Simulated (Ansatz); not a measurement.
Ansatz (an electronic-structure program) input (wB97X-V/def2-TZVPD):

Ansatz 0.2 input:
```yaml
crystal:
  periodic: [false, false, false]
  atoms:
    - {symbol: Zn, position_ang: [0.00000000, 0.00000000, 0.00000000]}
    - {symbol: F, position_ang: [-0.00000000, -0.00000000, -1.74052805]}
    - {symbol: F, position_ang: [0.00000000, 0.00000000, 1.74052805]}
basis:
  gaussian:
    orbitals: def2-TZVPD
hamiltonian:
  xc: {name: wB97X-V}
output: {forces: true}
```

End of the output:

```
integrals: 0.07 GiB planned
916 factors; their error is unknown
integrals: 0.10 GiB planned
188 factors; integrals over basis functions are off by at most 3.9e-5 eV
mean field: 0.60 GiB planned
mean field evaluation 1: about -53846.3809 eV, gradient 5.9e1 eV
mean field evaluation 2: about -53842.1472 eV, gradient 9.3e1 eV
mean field evaluation 4: about -53851.1830 eV, gradient 3.1e0 eV
mean field evaluation 8: about -53851.2565 eV, gradient 7.2e-2 eV
mean field evaluation 16: about -53851.2565 eV, gradient 3.2e-5 eV
mean field -53851.25652041 eV, -1978.9971754323 hartree, gradient 3.2e-5 eV, S^2 0.000000; 0 other end points of the search recorded, 0 dependent functions left out
the calculation of the forces begins
reference -53851.25651786 eV, -1978.9971753385 hartree; 24, 24 occupied and 107, 107 virtual orbitals, 916 factors
Total energy: -53851.25651786 eV, -1978.9971753385 hartree
Atom 0 at     0.000000     0.000000     0.000000 Å, force    -0.000000     0.000000     0.000000 eV/Å
Atom 1 at    -0.000000    -0.000000    -1.740528 Å, force    -0.000000    -0.000000     0.125047 eV/Å
Atom 2 at     0.000000     0.000000     1.740528 Å, force     0.000000    -0.000000    -0.125047 eV/Å
Dipole moment:     0.000000     0.000000     0.000000 e Å
```
